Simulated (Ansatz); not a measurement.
Molecular dynamics of CH6Sn

Input file:

```yaml
crystal:
  periodic: [false, false, false]
  atoms:
    - { symbol: Sn, position_ang: [-0.002407, -0.000593, -0.000128] }
    - { symbol: C, position_ang: [1.8e-05, -0.000167, 2.151317] }
    - { symbol: H, position_ang: [-1.028166, -0.09251, 2.528989] }
    - { symbol: H, position_ang: [0.594261, -0.844347, 2.529116] }
    - { symbol: H, position_ang: [0.434184, 0.936529, 2.528745] }
    - { symbol: H, position_ang: [1.602479, 0.139844, -0.588264] }
    - { symbol: H, position_ang: [-0.919428, 1.32428, -0.588441] }
    - { symbol: H, position_ang: [-0.67914, -1.463038, -0.588034] }
basis:
  gaussian: { orbitals: def2-SVP }
hamiltonian:
  xc: pbe0
  dispersion: d4
md:
  timestep: 0.5
  n_steps: 166
  ensemble: nvt_langevin
  temperature: 1500.0
  initial_velocities: maxwell_boltzmann
  seed: 166928
  friction: 0.02
```

Launched with:

```bash
$ ansatz run input.yaml --threads 1 --pin off --max-ram 2048MiB --backend cpu --events-out ev --progress --plain --runs-dir out
```

It starts from a relaxed structure.

Output, in part (step lines, the closing report, with atoms numbered from 0):

```
md step     0: t =     0.00 fs  T =  1312.5 K  F+E_penalty+E_count = -6963.39004862 eV  E_kin = 1.357230 eV  (22 SCF iters)
[... lines left out ...]
Total energy: -6962.54588270 eV, -255.8688418060 hartree
Atom 0 at    -0.245082    -0.050035     0.074526 Å, force    -2.242938     2.936650     0.238072 eV/Å
Atom 1 at     0.269909    -0.008453     2.139011 Å, force    -0.717343    -2.616830    -0.313101 eV/Å
Atom 2 at    -0.376668     0.447608     2.891725 Å, force     0.160144     0.074450    -0.028333 eV/Å
Atom 3 at     0.652501    -1.037542     2.378200 Å, force    -1.233302     0.225169     0.320277 eV/Å
Atom 4 at     1.225910     0.362147     1.994675 Å, force     2.218526     2.216930     0.283594 eV/Å
Atom 5 at     0.392707    -1.190533    -0.751487 Å, force     1.634999    -2.581016    -1.449815 eV/Å
Atom 6 at     0.418222     1.428936    -0.680779 Å, force    -0.392218    -0.533660     0.428905 eV/Å
Atom 7 at    -1.935278    -0.228606    -0.462650 Å, force     0.572133     0.278308     0.520401 eV/Å
Dipole moment:     0.124100    -0.088560     0.252823 e Å
```

The steps, from the saved trajectory:

```json
{"time (fs)": "0", "T (K)": "1312", "potential energy less start (eV)": "0.000"}
{"time (fs)": "2.5", "T (K)": "1014", "potential energy less start (eV)": "0.429"}
{"time (fs)": "5", "T (K)": "817", "potential energy less start (eV)": "0.462"}
{"time (fs)": "7.5", "T (K)": "530", "potential energy less start (eV)": "0.923"}
{"time (fs)": "10", "T (K)": "404", "potential energy less start (eV)": "0.951"}
{"time (fs)": "12.5", "T (K)": "874", "potential energy less start (eV)": "0.834"}
{"time (fs)": "15", "T (K)": "1198", "potential energy less start (eV)": "0.848"}
{"time (fs)": "17.5", "T (K)": "1426", "potential energy less start (eV)": "0.759"}
{"time (fs)": "20", "T (K)": "1143", "potential energy less start (eV)": "0.895"}
{"time (fs)": "22.5", "T (K)": "1162", "potential energy less start (eV)": "0.730"}
{"time (fs)": "25", "T (K)": "932", "potential energy less start (eV)": "0.931"}
{"time (fs)": "27.5", "T (K)": "986", "potential energy less start (eV)": "0.875"}
{"time (fs)": "30", "T (K)": "1234", "potential energy less start (eV)": "0.843"}
{"time (fs)": "32.5", "T (K)": "1044", "potential energy less start (eV)": "0.928"}
{"time (fs)": "35", "T (K)": "1284", "potential energy less start (eV)": "0.934"}
{"time (fs)": "37.5", "T (K)": "1385", "potential energy less start (eV)": "0.896"}
{"time (fs)": "40", "T (K)": "1404", "potential energy less start (eV)": "0.608"}
{"time (fs)": "42.5", "T (K)": "1248", "potential energy less start (eV)": "0.827"}
{"time (fs)": "45", "T (K)": "1254", "potential energy less start (eV)": "0.835"}
{"time (fs)": "47.5", "T (K)": "1062", "potential energy less start (eV)": "0.914"}
{"time (fs)": "50", "T (K)": "1196", "potential energy less start (eV)": "0.804"}
{"time (fs)": "52.5", "T (K)": "935", "potential energy less start (eV)": "1.109"}
{"time (fs)": "55", "T (K)": "1139", "potential energy less start (eV)": "1.133"}
{"time (fs)": "57.5", "T (K)": "1248", "potential energy less start (eV)": "1.125"}
{"time (fs)": "60", "T (K)": "1564", "potential energy less start (eV)": "1.025"}
{"time (fs)": "62.5", "T (K)": "960", "potential energy less start (eV)": "1.074"}
{"time (fs)": "65", "T (K)": "806", "potential energy less start (eV)": "1.202"}
{"time (fs)": "67.5", "T (K)": "1317", "potential energy less start (eV)": "0.913"}
{"time (fs)": "70", "T (K)": "1334", "potential energy less start (eV)": "1.008"}
{"time (fs)": "72.5", "T (K)": "1272", "potential energy less start (eV)": "1.115"}
{"time (fs)": "75", "T (K)": "1225", "potential energy less start (eV)": "1.310"}
{"time (fs)": "77.5", "T (K)": "1629", "potential energy less start (eV)": "0.966"}
{"time (fs)": "80", "T (K)": "1672", "potential energy less start (eV)": "0.702"}
{"time (fs)": "82.5", "T (K)": "1408", "potential energy less start (eV)": "0.783"}
```

The run went to its last step. The mean temperature of the second half is 16 % below the set value. A run of 0.083 ps of so small a system gives no equilibrium averages.

The same pairs are bonded in the first frame and the last. Pairs count as bonded within 1.25 times the sum of covalent radii (0.12 Å more for H–H).

Last frame:

```xyz
8
Properties=species:S:1:pos:R:3
Sn -0.245 -0.050 0.074
C 0.270 -0.009 2.139
H -0.377 0.448 2.892
H 0.652 -1.038 2.378
H 1.226 0.362 1.995
H 0.393 -1.190 -0.751
H 0.418 1.429 -0.681
H -1.935 -0.229 -0.463
```

The run took 7 min on 1 thread of Arm Neoverse V1 (shared host), peak memory 0.13 GiB.
